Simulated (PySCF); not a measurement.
# Nuclear quadrupole coupling in `N#C[Si@H]([SiH3])OCCO`

Species: C3H9NO2Si2.
Cartesian coordinates in Å at the GFN2-xTB level; atoms count from 1:
```xyz
17
C3H9NO2Si2 angstrom
N     -2.973    1.528   -2.276
C     -2.135    1.008   -1.693
Si    -0.867    0.025   -0.725
Si    -1.867   -1.026    1.068
O      0.097    1.283   -0.325
C      1.186    1.236    0.528
C      2.092    0.056    0.197
O      1.330   -1.108    0.420
H     -0.252   -0.799   -1.783
H     -1.076   -2.129    1.621
H     -3.166   -1.580    0.672
H     -2.125   -0.107    2.187
H      1.738    2.174    0.425
H      0.841    1.129    1.564
H      2.397    0.127   -0.854
H      2.981    0.074    0.839
H      1.791   -1.878    0.072
```

Field gradients from the PBE0/pcSseg-1 density (PySCF, non-relativistic), principal values in atomic units, ordered |Vxx| ≤ |Vyy| ≤ |Vzz|:

```tsv
atom	Vxx	Vyy	Vzz
N1	0.5540	0.5960	-1.1500
O5	-0.4573	-1.2219	1.6792
O8	0.1187	1.8013	-1.9200
```

Question: Find the asymmetry η = (Vxx − Vyy)/Vzz and the couplings χ = eQV/h (234.96 MHz × Q in barn × V in au), with Q(14N) = 0.02044 b, Q(17O) = −0.0256 b.

Answer: 
```json
{"atom": "N1", "environment": "cyano nitrogen", "nucleus": "14N", "η": "0.04", "χzz (MHz)": "-5.52", "χxx (MHz)": "2.66", "χyy (MHz)": "2.86"}
{"atom": "O5", "environment": "silyl ether oxygen", "nucleus": "17O", "η": "0.46", "χzz (MHz)": "-10.10", "χxx (MHz)": "2.75", "χyy (MHz)": "7.35"}
{"atom": "O8", "environment": "alcohol oxygen", "nucleus": "17O", "η": "0.88", "χzz (MHz)": "11.55", "χxx (MHz)": "-0.71", "χyy (MHz)": "-10.83"}
```

The gradient is axial or nearly so (η below 0.05) at N1. 

Question: What is Vzz at O8 in SI units (1 au = 9.71736 × 10²¹ V/m²)?

Answer: -1.9200 au = -18.657 × 10²¹ V/m².

Question: And the gradient at the other heavy atoms, for which no coupling is worked out here?

Answer: 
| atom | environment | Vzz (au) | η |
| --- | --- | --- | --- |
| C2 | cyano carbon | -0.477 | 0.01 |
| Si3 | oxygen-bound silicon | -0.535 | 0.94 |
| Si4 | SiH3 silicon | 0.057 | 0.56 |
| C6 | sp3 carbon bound to oxygen | 0.376 | 0.25 |
| C7 | carbinol carbon (C–OH) | 0.388 | 0.05 |

Question: What couplings would deuterons (Q(2H) = 0.00286 b) have in place of the hydrogens, at this geometry?

Answer: 
| atom | bonded to | bond length (Å) | Vzz (au) | η | χzz (kHz) |
| --- | --- | --- | --- | --- | --- |
| H9 | Si3 | 1.476 | 0.1510 | 0.04 | 102 |
| H10 | Si4 | 1.466 | 0.1636 | 0.02 | 110 |
| H11 | Si4 | 1.466 | 0.1617 | 0.01 | 109 |
| H12 | Si4 | 1.471 | 0.1594 | 0.01 | 107 |
| H13 | C6 | 1.094 | 0.2917 | 0.06 | 196 |
| H14 | C6 | 1.097 | 0.2854 | 0.07 | 192 |
| H15 | C7 | 1.097 | 0.2855 | 0.08 | 192 |
| H16 | C7 | 1.097 | 0.2882 | 0.06 | 194 |
| H17 | O8 | 0.962 | 0.4694 | 0.13 | 315 |

Isolated species at its GFN2-xTB geometry (one conformer only). GFN2-xTB frequencies show an imaginary mode (37i cm⁻¹), so this geometry is no minimum at that level. GFN2-xTB bond lengths can be off by several hundredths of an ångström, more for odd bonds, and the gradients follow them. These gradients aren't converged with respect to the basis.
